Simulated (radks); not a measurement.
Results of a calculation; reference values are marked as such.
Task: These are the eigenvalues of the occupied orbitals of an atom or ion with whole-number occupations (Ry). Code: a radial shooting solver on a logarithmic mesh with Libxc functionals. Model: Dirac Kohn-Sham, LB94 model potential, spin-unpolarised, spherical densities, finite nucleus; Fermi nuclear charge, rms radius of each element as measured or else 0.836 A^(1/3) + 0.57 fm.

1s1/2: -3960.710
2s1/2: -666.3231
2p1/2: -634.7235
2p3/2: -575.3922
3s1/2: -154.5040
3p1/2: -140.5456
3p3/2: -128.2573
3d3/2: -104.0962
3d5/2: -101.4036
4s1/2: -36.15760
4p1/2: -30.66394
4p3/2: -27.91162
4d3/2: -18.81381
4d5/2: -18.30803
5s1/2: -10.03111
5p1/2: -8.35676
5p3/2: -7.87685
4f5/2: -7.36914
4f7/2: -7.29003

Which element is it, and in what charge state? The configuration may be excited. Open shells, if any, fill j = l - 1/2 first.

Result: Z = 66, dysprosium, charge +6: Dy6+ in [Kr] 4d10 4f8 5s2 5p4. The list shows which subshells hold electrons but not how many an open one holds; the 1s level, -1980.4 hartree, gives Z - s = 62.9 by -(Z - s)^2/2, which with screening and relativity narrows Z to a few neighbours, and the depths of the outer levels then fix element, charge and occupations together.
